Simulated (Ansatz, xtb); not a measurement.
Pulling on the B1–H2 bond in BH2I (SMILES BI) (multiplicity 1 held, fragments rigid). Energies count from the point at 1.183 Å.
Geometry at that point (charge 0, multiplicity 1):
```
atom    x (Å)    y (Å)    z (Å)
----  -------  -------  -------
B     -1.0069  -1.5282   0.2633
H     -0.6251  -2.3051   1.0692
H     -1.9865  -1.6589  -0.3861
I      0.1443   0.2190  -0.0377
```

Restricted levels (R-, RO-) in cc, def2 and unpolarised 6-31G sets keep to the state of the molecule at rest. U- levels take the lowest unrestricted solution at each point, which mixes spins at long bonds. Levels need not reach the same state.

Frozen-core correlation. Filled d and f shells under p-block atoms count as core.

Run with Ansatz (Gaussian orbitals); xtb for the GFN methods.  In def2 rows elements past Kr take small-core potentials, without spin–orbit coupling. The GFN methods have no spin term and hold the electronic entropy of 300 K.

**Question.** One of these levels gives 431.6 kJ/mol for the energy at R = 3.784 Å. Which?
A) R-HF/def2-SVP
B) GFN2-xTB
C) U-MP2/def2-SVP

**Answer.** C, U-MP2/def2-SVP. The others give 528.2 (GFN2-xTB), 737.1 (R-HF/def2-SVP)

Doubts at one or more of the structures used: a restricted determinant that unrestricted orbitals would lower (R-HF/def2-SVP); a spin-contaminated determinant (U-MP2/def2-SVP).

Ansatz is an electronic-structure program.
